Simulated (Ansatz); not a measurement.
Reactions of `COB(C)[SeH]`.

Isolated molecules relaxed with PBE0-D4/def2-TZVP in Ansatz; ΔE leaves out vibrations. CCSD(T)/CBS adds triple-zeta CCSD(T) − MP2 to the extrapolated MP2 energy (def2 sets, frozen cores). This one scheme is used for every species. Double bonds are as drawn, so ΔE can hold a change between cis and trans. Functionals use def2-TZVPP. def2 core potentials past Kr. For Br, Ge, Se, Zr outer-core shells are correlated without core-valence functions, which leaves a few kJ/mol of doubt a bond. Scalar relativity is left out up to krypton. Each species was taken in one conformer, which may not be the lowest.

```json
{"reaction": "`COB(C)[SeH]` + `F[SiH2][AlH2]` → `CO[B](C)[AlH2]` + `F[SiH2][SeH]`", "r2SCAN-D4 (kJ/mol)": "37", "CCSD/CBS(def2) (kJ/mol)": "38", "MP2/CBS(def2) (kJ/mol)": "39", "ωB97M-V (kJ/mol)": "32"}
{"reaction": "`COB(C)[SeH]` + `C[SiH2]N[SiH2]O` → `CB(C)[SeH]` + `CO[SiH2]N[SiH2]O`", "r2SCAN-D4 (kJ/mol)": "21", "CCSD/CBS(def2) (kJ/mol)": "20", "MP2/CBS(def2) (kJ/mol)": "20", "ωB97M-V (kJ/mol)": "21"}
{"reaction": "`COB(C)[SeH]` + `[F][GeH3]` → `COB(C)F` + `[GeH3][SeH]`", "r2SCAN-D4 (kJ/mol)": "-80", "CCSD/CBS(def2) (kJ/mol)": "-81", "MP2/CBS(def2) (kJ/mol)": "-72", "ωB97M-V (kJ/mol)": "-82"}
{"reaction": "`COB(C)[SeH]` + `[F][AlH][F]` → `[F][AlH][SeH]` + `COB(C)F`", "r2SCAN-D4 (kJ/mol)": "-15", "CCSD/CBS(def2) (kJ/mol)": "-10", "MP2/CBS(def2) (kJ/mol)": "1", "ωB97M-V (kJ/mol)": "-16"}
{"reaction": "`COB(C)[SeH]` + `[AlH2]/[N]=C\\S` → `[AlH2]/[N]=C\\[SeH]` + `COB(C)S`", "r2SCAN-D4 (kJ/mol)": "-6", "CCSD/CBS(def2) (kJ/mol)": "-2", "MP2/CBS(def2) (kJ/mol)": "-1", "ωB97M-V (kJ/mol)": "-4"}
{"reaction": "`COB(C)[SeH]` + `B[SeH]` → `BB(C)OC` + `[SeH][SeH]`", "r2SCAN-D4 (kJ/mol)": "194", "CCSD/CBS(def2) (kJ/mol)": "193", "MP2/CBS(def2) (kJ/mol)": "210", "ωB97M-V (kJ/mol)": "187"}
{"reaction": "`COB(C)[SeH]` + `[SeH][SiH2]Br` → `COB(C)Br` + `[SeH][SiH2][SeH]`", "r2SCAN-D4 (kJ/mol)": "7", "CCSD/CBS(def2) (kJ/mol)": "8", "MP2/CBS(def2) (kJ/mol)": "9", "ωB97M-V (kJ/mol)": "7"}
{"reaction": "`COB(C)[SeH]` + `C#[C][Zr]([OH])([OH])[F]` → `CB(O)[SeH]` + `C#[C][Zr]([OH])([F])[O]C`", "r2SCAN-D4 (kJ/mol)": "-3", "CCSD/CBS(def2) (kJ/mol)": "-1", "MP2/CBS(def2) (kJ/mol)": "0", "ωB97M-V (kJ/mol)": "-1"}
{"reaction": "`COB(C)[SeH]` + `O=[C]([AlH2])O[SiH3]` → `O=C([SeH])O[SiH3]` + `CO[B](C)[AlH2]`", "r2SCAN-D4 (kJ/mol)": "122", "CCSD/CBS(def2) (kJ/mol)": "137", "MP2/CBS(def2) (kJ/mol)": "143", "ωB97M-V (kJ/mol)": "132"}
{"reaction": "`COB(C)[SeH]` + `SC1O[SiH2]1` → `COB(C)S` + `[SeH]C1O[SiH2]1`", "r2SCAN-D4 (kJ/mol)": "-4", "CCSD/CBS(def2) (kJ/mol)": "-1", "MP2/CBS(def2) (kJ/mol)": "-1", "ωB97M-V (kJ/mol)": "-3"}
```

Q: Give the CCSD(T)/CBS values in the same order. (Estimate.)

A: Computed: 38, 21, -77, -7, -2, 198, 8, 0, 136, -1 kJ/mol.

Largest T1 diagnostic: 0.017, for `C#[C][Zr]([OH])([OH])[F]`.
